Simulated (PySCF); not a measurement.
Compound: C7H7F5.
Atom-mapped SMILES: `[CH2:1]=[CH:2][CH2:3]/[CH:4]=[CH:5]/[C:6]([F:7])([F:8])[C:9]([F:10])([F:11])[F:12]` (hydrogens: H13, H14 on C1; H15 on C2; H16, H17 on C3; H18 on C4; H19 on C5)

The same species was optimised twice, with GFN2-xTB and with PBE0-D3(BJ)/def2-SVP (PySCF), and the same property calculations (PySCF, gas phase) were run on both structures.

```csv
coordinate,GFN2-xTB,PBE0-D3(BJ)/def2-SVP,change
C1=C2 (Å),1.319,1.333,+0.014
C6–C9 (Å),1.555,1.543,-0.012
C4=C5 (Å),1.324,1.333,+0.009
C9–F10 (Å),1.337,1.329,-0.008
C6–F8 (Å),1.360,1.352,-0.008
C6–F7 (Å),1.354,1.348,-0.006
C3–C4 (Å),1.491,1.496,+0.005
C5–C6 (Å),1.497,1.492,-0.005
C9–F11 (Å),1.336,1.331,-0.005
C9–F12 (Å),1.328,1.324,-0.004
C2–C3 (Å),1.504,1.502,-0.002
C6–C9–F12 (°),113.0,110.9,-2.1
F7–C6–F8 (°),106.0,108.0,+2.0
C5–C6–C9 (°),110.8,112.7,+1.9
C2–C3–C4 (°),109.8,111.4,+1.6
F10–C9–F11 (°),107.2,108.5,+1.3
C5–C6–F8 (°),111.7,110.5,-1.2
F7–C6–C9 (°),107.7,106.7,-1.0
C5–C6–F7 (°),113.0,112.0,-1.0
C1–C2–C3–C4 (°),-119,-117,+2
C2–C3–C4–C5 (°),-120,-119,+1
C4–C5–C6–F7 (°),10,9,-1
C5–C6–C9–F10 (°),57,59,+2
```

Rotational constants: A = 1704, B = 454.7, C = 422.9 MHz (GFN2-xTB) against A = 1744, B = 448.3, C = 419.9 MHz (PBE0-D3(BJ)/def2-SVP). Point groups within 0.08 Å: C1 and C1.

On the GFN2-xTB structure: HOMO (eV) -7.94 [PBE0/pcSseg-1]; LUMO (eV) -0.94 [PBE0/pcSseg-1]; dipole (D) 3.00 [PBE0/pcSseg-1]; GIAO shielding of C1 (ppm) 61.7 [PBE0/pcSseg-1]; GIAO shielding of C2 (ppm) 43.2 [PBE0/pcSseg-1]; GIAO shielding of C3 (ppm) 142.3 [PBE0/pcSseg-1]; GIAO shielding of C4 (ppm) 35.7 [PBE0/pcSseg-1]; GIAO shielding of C5 (ppm) 60.2 [PBE0/pcSseg-1]; GIAO shielding of C6 (ppm) 66.4 [PBE0/pcSseg-1]; GIAO shielding of F7/F8 (mean) (ppm) 310.7 [PBE0/pcSseg-1]; GIAO shielding of C9 (ppm) 57.8 [PBE0/pcSseg-1].

Problem. What do these properties become on the PBE0-D3(BJ)/def2-SVP structure?

Solution. 
```tsv
property	level	on GFN2-xTB	on PBE0-D3(BJ)/def2-SVP	change
HOMO (eV)	PBE0/pcSseg-1	-7.94	-7.88	+0.06
LUMO (eV)	PBE0/pcSseg-1	-0.94	-0.95	-0.01
dipole (D)	PBE0/pcSseg-1	3.00	2.87	-0.13
energy, GFN2-xTB geometry as zero (kcal/mol)	PBE0/pcSseg-1	0.0	-1.1	-1.1
GIAO shielding of C1 (ppm)	PBE0/pcSseg-1	61.7	57.9	-3.8
GIAO shielding of C2 (ppm)	PBE0/pcSseg-1	43.2	40.5	-2.7
GIAO shielding of C3 (ppm)	PBE0/pcSseg-1	142.3	141.7	-0.6
GIAO shielding of C4 (ppm)	PBE0/pcSseg-1	35.7	33.7	-2.0
GIAO shielding of C5 (ppm)	PBE0/pcSseg-1	60.2	57.9	-2.3
GIAO shielding of C6 (ppm)	PBE0/pcSseg-1	66.4	68.9	+2.5
GIAO shielding of F7/F8 (mean) (ppm)	PBE0/pcSseg-1	310.7	315.4	+4.7
GIAO shielding of C9 (ppm)	PBE0/pcSseg-1	57.8	59.6	+1.8
```

The heavy atoms differ by 0.045 Å rms after alignment. Among bonds between heavy atoms C1=C2 changes most (+0.014 Å). Changes are differences of the printed values. Neither structure is proved a minimum here.

The values belong to the conformer `[CH2:1]=[CH:2][CH2:3]/[CH:4]=[CH:5]/[C:6]([F:7])([F:8])[C:9]([F:10])([F:11])[F:12]`: C1–C2–C3–C4 -117°, C2–C3–C4–C5 -119°, C4–C5–C6–F7 9°, C5–C6–C9–F10 59°.
